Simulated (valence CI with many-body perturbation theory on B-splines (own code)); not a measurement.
## Co³⁺: E2, M1 decay

Method: valence CI with perturbative core correlation (CI+MBPT): six valence electrons over a frozen Dirac-Fock core [Ar], radial functions for each j: 7 s, 7 p, 8 d, 6 f, 4 g, 1 h, with the one-electron correlation potential Σ1 (screened to all orders), the two-electron term Σ2, the three-electron term Σ3, Breit, model QED; selected single and double excitations, second order for the rest, scaled by the run's own slope (own B-spline code, finite nucleus).

Against 29 measured levels this calculation errs by 533 cm⁻¹ on average and by 1638 at most. These come from a selection out of Sugar and Corliss, J. Phys. Chem. Ref. Data 10, 1097 (1981). Levels without a partner in it may be off by more, other configurations by 1,000 to 8,000 cm⁻¹. Among the levels kept, up to 1300 cm⁻¹ of a level comes from second order outside the variational space, and about a tenth of that is noise between levels of different J, which matters for small intervals. Only levels of the ground parity were solved; by the run's estimate the other parity begins above the list, which can be wrong where configurations are misplaced.

Lines 51 to 100 of 114 in falling wavelength, among levels below 60556 cm⁻¹, chosen from the decays that carry over 1 % of a level's rate. Wavelengths and rates use the calculated energies, so an error of 500 cm⁻¹ moves a line at 4416 Å by 2.2 % and its rate by three times that or more. Electric multipoles are in the length gauge, E1 and E2 with the static RPA response of the core. Weak lines are less certain than strong ones. Lines between different terms over intervals too small for the method are left out, as are lines whose strength nearly cancels and 6 of this kind that miss the measured wavelength by over 7 %. The highest levels of a list are the least certain. Branching is blank where the lifetime is uncertain.

Letters in brackets count levels of one name in rising energy.

```csv
λ vac (Å),λ from measured levels,Upper,Lower,Type,A (s⁻¹),Branch %
4416,4496,3d6 3P_2 [a],3d6 5D_3,M1,9.63e-01,91.0
4362,4295,3d6 3F_4 [b],3d6 3D_3,M1,2.13e-01,
4357,4280,3d6 3F_2 [b],3d6 3D_1,M1,1.90e-01,
4357,4161,3d6 3H_5,3d6 5D_4,M1,2.47e-05,2.5
4349,4273,3d6 3F_2 [b],3d6 3D_2,M1,3.54e-01,
4314,4120,3d6 3H_4,3d6 5D_4,M1,8.62e-03,82.5
4250,4304,3d6 3P_1 [a],3d6 5D_0,M1,2.18e-01,13.9
4168,4228,3d6 3P_1 [a],3d6 5D_2,M1,1.22e+00,77.6
4106,,3d6 3F_2 [a],3d6 5D_1,M1,9.68e-02,27.1
4103,4055,3d6 3F_3 [a],3d6 5D_2,M1,1.74e-01,22.4
4092,,3d6 3P_0 [a],3d6 5D_1,M1,1.55e+00,98.6
4079,4039,3d6 3F_4 [a],3d6 5D_3,M1,1.76e-01,15.5
4057,4017,3d6 3F_2 [a],3d6 5D_2,M1,2.02e-01,56.5
4030,3963,3d6 1F_3,3d6 3F_4 [a],M1,1.45e-02,
4028,3985,3d6 3F_3 [a],3d6 5D_3,M1,5.08e-01,65.3
3984,3948,3d6 3F_2 [a],3d6 5D_3,M1,5.77e-02,16.2
3983,3938,3d6 3F_4 [a],3d6 5D_4,M1,9.51e-01,83.6
3935,3886,3d6 3F_3 [a],3d6 5D_4,M1,9.13e-02,11.8
3740,3794,3d6 1F_3,3d6 3H_4,M1,7.33e-03,
3708,3760,3d6 1F_3,3d6 3H_5,E2,7.18e-03,
3575,3473,3d6 3G_3,3d6 5D_2,M1,5.22e-03,
3547,3454,3d6 3G_4,3d6 5D_3,M1,8.24e-03,
3518,3421,3d6 3G_3,3d6 5D_3,M1,1.33e-02,
3475,3379,3d6 3G_4,3d6 5D_4,M1,3.19e-02,
3447,3348,3d6 3G_3,3d6 5D_4,M1,2.14e-03,
3337,3347,3d6 3F_2 [b],3d6 3G_3,E2,9.64e-01,
3337,3347,3d6 3F_2 [b],3d6 3G_3,M1,1.87e-01,
3311,3316,3d6 3F_2 [b],3d6 3G_4,E2,8.37e-02,
3303,3306,3d6 3F_4 [b],3d6 3G_4,M1,1.86e-01,
3245,3245,3d6 3F_4 [b],3d6 3G_5,E2,9.94e-01,
3245,3245,3d6 3F_4 [b],3d6 3G_5,M1,2.93e-01,
3088,3091,3d6 3P_0 [b],3d6 3F_2 [a],E2,1.95e-01,
3040,3035,3d6 3P_1 [b],3d6 3F_2 [a],E2,7.81e-02,
3026,2977,3d6 3P_0 [b],3d6 3P_1 [a],M1,8.39e-02,
3014,3014,3d6 3P_1 [b],3d6 3F_3 [a],E2,1.35e-01,
3012,2915,3d6 3F_2 [b],3d6 3P_0 [a],E2,1.08e-01,
3004,2960,3d6 3F_2 [b],3d6 3F_2 [a],E2,7.43e-01,
2980,2925,3d6 3P_1 [b],3d6 3P_1 [a],E2,3.86e-01,
2979,2940,3d6 3F_2 [b],3d6 3F_3 [a],M1,2.00e-01,
2979,2940,3d6 3F_2 [b],3d6 3F_3 [a],E2,1.39e-01,
2972,2932,3d6 3F_4 [b],3d6 3F_3 [a],E2,2.07e-01,
2972,2932,3d6 3F_4 [b],3d6 3F_3 [a],M1,1.21e-01,
2946,2856,3d6 3F_2 [b],3d6 3P_1 [a],E2,1.04e-01,
2945,2903,3d6 3F_4 [b],3d6 3F_4 [a],E2,1.08e+00,
2896,2866,3d6 3D_1,3d6 5D_0,M1,2.46e-01,
2886,,3d6 3D_2,3d6 5D_1,M1,1.82e-01,31.2
2882,,3d6 3D_1,3d6 5D_1,M1,2.88e-01,
2870,2822,3d6 3P_0 [b],3d6 3P_2 [a],E2,1.80e+00,
2862,2835,3d6 3D_2,3d6 5D_2,M1,2.20e-01,37.7
2850,2819,3d6 3D_3,3d6 5D_2,M1,9.25e-02,
```
